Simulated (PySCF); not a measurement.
H12Si5, charge -1, doublet (typed; the unrestricted solution is spin-contaminated), at a GFN2-xTB geometry (a state made from the parent by changing its charge; the spin is typed, not shown lowest), with bond 8-1 at 2.0 times its length; DF-CAMB3LYP/6-31G* in PySCF.

Input for PySCF:
```python
from pyscf import gto, scf, dft

mol = gto.M(
    atom='''
Si   -0.791140   -0.670838   -2.315408
Si    0.193622   -0.183797   -0.155943
Si    0.034253    2.141074   -0.102507
Si   -1.536843   -0.714727    1.312691
Si    2.132824   -0.602768    1.234816
H    -2.026832   -0.369242   -3.106050
H    -0.796237   -2.152810   -2.445599
H     1.241986    0.172319   -4.318012
H     0.241947    2.782680    1.210145
H    -1.267299    2.703445   -0.512547
H     0.981789    2.870731   -0.966831
H    -2.888617   -0.270305    0.921480
H    -1.738404   -2.152507    1.576208
H    -1.415905   -0.156389    2.673598
H     2.232306   -2.083762    1.337257
H     3.319628   -0.242541    0.413262
H     2.674174   -0.245254    2.584681
''',
    basis='6-31g*',
    charge=-1,
    spin=1,
    verbose=4,
)

mf = dft.UKS(mol)
mf.xc = 'camb3lyp'
mf.level_shift = 0.5
mf.max_cycle = 100
mf = mf.density_fit(auxbasis='def2-universal-jkfit')
mf.kernel()
```

What the program printed (banner, timings and long lists left out):

```
PySCF version 2.14.0

[INPUT] verbose = 4
[INPUT] num. atoms = 17
[INPUT] num. electrons = 83
[INPUT] charge = -1
[INPUT] spin (= nelec alpha-beta = 2S) = 1
[INPUT] symmetry False subgroup None
[INPUT] Mole.unit = angstrom
[INPUT] Symbol           X                Y                Z      unit          X                Y                Z       unit  Magmom
[INPUT]  1 Si    -0.791140000000  -0.670838000000  -2.315408000000 AA   -1.495037926188  -1.267700093951  -4.375486986627 Bohr   0.0
[INPUT]  2 Si     0.193622000000  -0.183797000000  -0.155943000000 AA    0.365892551691  -0.347325992517  -0.294689561043 Bohr   0.0
[INPUT]  3 Si     0.034253000000   2.141074000000  -0.102507000000 AA    0.064728788945   4.046043472427  -0.193710155851 Bohr   0.0
[INPUT]  4 Si    -1.536843000000  -0.714727000000   1.312691000000 AA   -2.904212366455  -1.350638283832   2.480626476181 Bohr   0.0
[INPUT]  5 Si     2.132824000000  -0.602768000000   1.234816000000 AA    4.030453231899  -1.139066436652   2.333464054231 Bohr   0.0
[INPUT]  6 H     -2.026832000000  -0.369242000000  -3.106050000000 AA   -3.830157380504  -0.697766253687  -5.869583829205 Bohr   0.0
[INPUT]  7 H     -0.796237000000  -2.152810000000  -2.445599000000 AA   -1.504669860245  -4.068221298225  -4.621512320510 Bohr   0.0
[INPUT]  8 H      1.241986000000   0.172319000000  -4.318012000000 AA    2.347013390544   0.325635716059  -8.159860082585 Bohr   0.0
[INPUT]  9 H      0.241947000000   2.782680000000   1.210145000000 AA    0.457213566660   5.258503092305   2.286842621012 Bohr   0.0
[INPUT] 10 H     -1.267299000000   2.703445000000  -0.512547000000 AA   -2.394848027935   5.108770642825  -0.968573455967 Bohr   0.0
[INPUT] 11 H      0.981789000000   2.870731000000  -0.966831000000 AA    1.855312322111   5.424895367299  -1.827045798739 Bohr   0.0
[INPUT] 12 H     -2.888617000000  -0.270305000000   0.921480000000 AA   -5.458695008763  -0.510802420101   1.741344829264 Bohr   0.0
[INPUT] 13 H     -1.738404000000  -2.152507000000   1.576208000000 AA   -3.285107453848  -4.067648711209   2.978601435348 Bohr   0.0
[INPUT] 14 H     -1.415905000000  -0.156389000000   2.673598000000 AA   -2.675672668402  -0.295532378895   5.052367987185 Bohr   0.0
[INPUT] 15 H      2.232306000000  -2.083762000000   1.337257000000 AA    4.218446966223  -3.937739488776   2.527049488158 Bohr   0.0
[INPUT] 16 H      3.319628000000  -0.242541000000   0.413262000000 AA    6.273187755438  -0.458336063978   0.780951997690 Bohr   0.0
[INPUT] 17 H      2.674174000000  -0.245254000000   2.584681000000 AA    5.053456469433  -0.463462890954   4.884339209367 Bohr   0.0

nuclear repulsion = 489.503439828687
number of shells = 64
number of NR pGTOs = 303
number of NR cGTOs = 114
basis = 6-31g*
ecp = {}

******** <class 'pyscf.df.df_jk.DFUKS'> ********
method = DFUKS
initial guess = minao
damping factor = 0
level_shift factor = 0.5
DIIS = <class 'pyscf.scf.diis.CDIIS'>
diis_start_cycle = 1
diis_space = 8
diis_damp = 0
SCF conv_tol = 1e-09
SCF conv_tol_grad = None
SCF max_cycles = 100
direct_scf = False
number electrons alpha = 42  beta = 41
XC library pyscf.dft.libxc version 7.1.2
    S. Lehtola, C. Steigemann, M. J. T. Oliveira, and M. A. L. Marques,  SoftwareX 7, 1–5 (2018)
XC functionals = camb3lyp
    T. Yanai, D. P. Tew, and N. C. Handy,  Chem. Phys. Lett. 393, 51 (2004)
radial grids:
    Treutler-Ahlrichs [JCP 102, 346 (1995); DOI:10.1063/1.469408] (M4) radial grids

becke partition: Becke, JCP 88, 2547 (1988); DOI:10.1063/1.454033
pruning grids: <function nwchem_prune>
grids dens level: 3
symmetrized grids: False
atomic radii adjust function: <function treutler_atomic_radii_adjust>
small_rho_cutoff = 0
Set gradient conv threshold to 3.16228e-05
tot grids = 213600
******** <class 'pyscf.df.df.DF'> ********
auxbasis = def2-universal-jkfit
Create RSH-DF object <pyscf.df.df.DF object> for omega=0.33
******** <class 'pyscf.df.df.DF'> ********
auxbasis = auxmol.basis = def2-universal-jkfit
init E= -1453.91715063547

cycle= 1 E= -1454.28186839891  delta_E= -0.365  |g|= 0.34  |ddm|= 2.37
cycle= 2 E= -1454.39426715171  delta_E= -0.112  |g|= 0.104  |ddm|= 0.519
cycle= 3 E= -1454.41019986974  delta_E= -0.0159  |g|= 0.0591  |ddm|= 0.222
cycle= 4 E= -1454.41694150132  delta_E= -0.00674  |g|= 0.0387  |ddm|= 0.139
cycle= 5 E= -1454.4207835812  delta_E= -0.00384  |g|= 0.0284  |ddm|= 0.113
cycle= 6 E= -1454.42324560838  delta_E= -0.00246  |g|= 0.0231  |ddm|= 0.0847
cycle= 7 E= -1454.4253889501  delta_E= -0.00214  |g|= 0.0204  |ddm|= 0.089
cycle= 8 E= -1454.42704935874  delta_E= -0.00166  |g|= 0.0182  |ddm|= 0.0729
cycle= 9 E= -1454.4290662479  delta_E= -0.00202  |g|= 0.0177  |ddm|= 0.113
cycle= 10 E= -1454.4305482088  delta_E= -0.00148  |g|= 0.0163  |ddm|= 0.0959
cycle= 11 E= -1454.43165163874  delta_E= -0.0011  |g|= 0.0144  |ddm|= 0.0868
cycle= 12 E= -1454.43245631375  delta_E= -0.000805  |g|= 0.0125  |ddm|= 0.0748
cycle= 13 E= -1454.43312122048  delta_E= -0.000665  |g|= 0.0115  |ddm|= 0.0762
cycle= 14 E= -1454.43363373909  delta_E= -0.000513  |g|= 0.0102  |ddm|= 0.0641
cycle= 15 E= -1454.43411249885  delta_E= -0.000479  |g|= 0.00977  |ddm|= 0.0682
cycle= 16 E= -1454.43454436578  delta_E= -0.000432  |g|= 0.00937  |ddm|= 0.0664
cycle= 17 E= -1454.43494881345  delta_E= -0.000404  |g|= 0.0091  |ddm|= 0.0663
cycle= 18 E= -1454.43534488198  delta_E= -0.000396  |g|= 0.00925  |ddm|= 0.0698
cycle= 19 E= -1454.43565825791  delta_E= -0.000313  |g|= 0.00836  |ddm|= 0.0553
cycle= 20 E= -1454.43610054506  delta_E= -0.000442  |g|= 0.0115  |ddm|= 0.102
cycle= 21 E= -1454.43651012066  delta_E= -0.00041  |g|= 0.0144  |ddm|= 0.111
cycle= 22 E= -1454.43685189277  delta_E= -0.000342  |g|= 0.0141  |ddm|= 0.085
cycle= 23 E= -1454.4371320334  delta_E= -0.00028  |g|= 0.0123  |ddm|= 0.0635
cycle= 24 E= -1454.43738171881  delta_E= -0.00025  |g|= 0.0105  |ddm|= 0.0622
cycle= 25 E= -1454.43758089898  delta_E= -0.000199  |g|= 0.00988  |ddm|= 0.0617
cycle= 26 E= -1454.43775786486  delta_E= -0.000177  |g|= 0.00848  |ddm|= 0.0554
cycle= 27 E= -1454.43789035546  delta_E= -0.000132  |g|= 0.00817  |ddm|= 0.0529
cycle= 28 E= -1454.43800403342  delta_E= -0.000114  |g|= 0.00813  |ddm|= 0.0542
cycle= 29 E= -1454.43809978216  delta_E= -9.57e-05  |g|= 0.00645  |ddm|= 0.0381
cycle= 30 E= -1454.4381675638  delta_E= -6.78e-05  |g|= 0.00687  |ddm|= 0.0483
cycle= 31 E= -1454.43822405401  delta_E= -5.65e-05  |g|= 0.00636  |ddm|= 0.0393
cycle= 32 E= -1454.43826912211  delta_E= -4.51e-05  |g|= 0.0054  |ddm|= 0.0316
cycle= 33 E= -1454.43830298217  delta_E= -3.39e-05  |g|= 0.00437  |ddm|= 0.0264
cycle= 34 E= -1454.43832570658  delta_E= -2.27e-05  |g|= 0.00363  |ddm|= 0.0225
cycle= 35 E= -1454.43834224359  delta_E= -1.65e-05  |g|= 0.00276  |ddm|= 0.0164
cycle= 36 E= -1454.43835275172  delta_E= -1.05e-05  |g|= 0.00204  |ddm|= 0.011
cycle= 37 E= -1454.43835937511  delta_E= -6.62e-06  |g|= 0.00159  |ddm|= 0.00864
cycle= 38 E= -1454.4383639105  delta_E= -4.54e-06  |g|= 0.00138  |ddm|= 0.00847
cycle= 39 E= -1454.4383673067  delta_E= -3.4e-06  |g|= 0.00133  |ddm|= 0.00894
cycle= 40 E= -1454.43836996993  delta_E= -2.66e-06  |g|= 0.00124  |ddm|= 0.00822
cycle= 41 E= -1454.43837204456  delta_E= -2.07e-06  |g|= 0.0011  |ddm|= 0.00708
cycle= 42 E= -1454.43837359966  delta_E= -1.56e-06  |g|= 0.000989  |ddm|= 0.00663
cycle= 43 E= -1454.43837474137  delta_E= -1.14e-06  |g|= 0.000825  |ddm|= 0.00513
cycle= 44 E= -1454.43837549807  delta_E= -7.57e-07  |g|= 0.00073  |ddm|= 0.00478
cycle= 45 E= -1454.43837600951  delta_E= -5.11e-07  |g|= 0.000633  |ddm|= 0.00403
cycle= 46 E= -1454.43837633501  delta_E= -3.26e-07  |g|= 0.000553  |ddm|= 0.0035
cycle= 47 E= -1454.43837654115  delta_E= -2.06e-07  |g|= 0.000473  |ddm|= 0.00288
cycle= 48 E= -1454.4383766828  delta_E= -1.42e-07  |g|= 0.000383  |ddm|= 0.00215
cycle= 49 E= -1454.43837677503  delta_E= -9.22e-08  |g|= 0.000297  |ddm|= 0.00152
cycle= 50 E= -1454.43837684314  delta_E= -6.81e-08  |g|= 0.000207  |ddm|= 0.000886
cycle= 51 E= -1454.43837688227  delta_E= -3.91e-08  |g|= 0.000136  |ddm|= 0.000501
cycle= 52 E= -1454.43837691063  delta_E= -2.84e-08  |g|= 6.9e-05  |ddm|= 0.000353
cycle= 53 E= -1454.4383769217  delta_E= -1.11e-08  |g|= 3.85e-05  |ddm|= 0.000271
cycle= 54 E= -1454.43837692755  delta_E= -5.85e-09  |g|= 2.72e-05  |ddm|= 0.000255
cycle= 55 E= -1454.43837693135  delta_E= -3.81e-09  |g|= 2.35e-05  |ddm|= 0.000238
cycle= 56 E= -1454.43837693403  delta_E= -2.67e-09  |g|= 2.32e-05  |ddm|= 0.00022
cycle= 57 E= -1454.43837693599  delta_E= -1.97e-09  |g|= 2.22e-05  |ddm|= 0.000193
cycle= 58 E= -1454.4383769374  delta_E= -1.41e-09  |g|= 1.88e-05  |ddm|= 0.000148
cycle= 59 E= -1454.43837693834  delta_E= -9.33e-10  |g|= 1.45e-05  |ddm|= 9.93e-05
Extra cycle  E= -1454.43837693934  delta_E= -1e-09  |g|= 1.14e-05  |ddm|= 0.000137
converged SCF energy = -1454.43837693934  <S^2> = 1.2444116  2S+1 = 2.4449226
```
